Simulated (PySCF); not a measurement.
Simulated characterisation data

PySCF calculation with coordinates at the GFN2-xTB level and shielding tensors at PBE0/pcSseg-1 (GIAO); no solvent model, averaged over atoms made equivalent by symmetry, fast rotation or ring inversion, no relativistic terms, one computed conformer.

Chemical shifts δ = σref − σ; $^{1}$H (31.72 ppm) and $^{13}$C (186.93 ppm) against TMS, all at this level. Splittings of carbon signals by F and P are missing where no couplings were computed. Where no couplings were computed, multiplicities follow the n + 1 count of equivalent neighbours, and m marks all less simple cases (inequivalent or close neighbours, rings, F or P nearby). Shifts are as computed. Against solution values, carbons near 30 ppm lie about +3 ppm off and those near 130 ppm about +5 ppm (rms about the fit 2.1 ppm; single classes can miss by 10 ppm). Of 1328 compounds with measured shifts, 309 miss one by over three times the rms of a fit or turn the order of signals round; such compounds aren't used in these exercises. Signals without a measured value on file couldn't be tested in this way; 1H shifts scatter by 0.2 ppm about their fit, and single ones miss by 0.5 ppm.

**1.** `[SiH2]1[C@H](OC)[SiH2][C@H]1C`, C4H12OSi2. $^{1}$H NMR (600 MHz, computed): δ 4.90 (m, 2H), 4.63 (m, 2H), 3.79 (m, 1H), 3.28 (s, 3H), 1.56 (m, 1H), 1.34 (d, 3H). $^{13}$C{$^{1}$H} NMR (computed): δ 71.7 (CH), 63.9 (CH3), 17.5 (CH3), 7.3 (CH).

**2.** `InChI=1S/C5H4F4/c6-4-2-1-3-5(7,8)9/h3-4H2`. $^{1}$H NMR (600 MHz, computed): δ 5.36 (m, 2H), 3.17 (m, 2H). $^{13}$C{$^{1}$H} NMR (computed): δ 134.0, 87.8, 86.7, 73.3, 29.4.
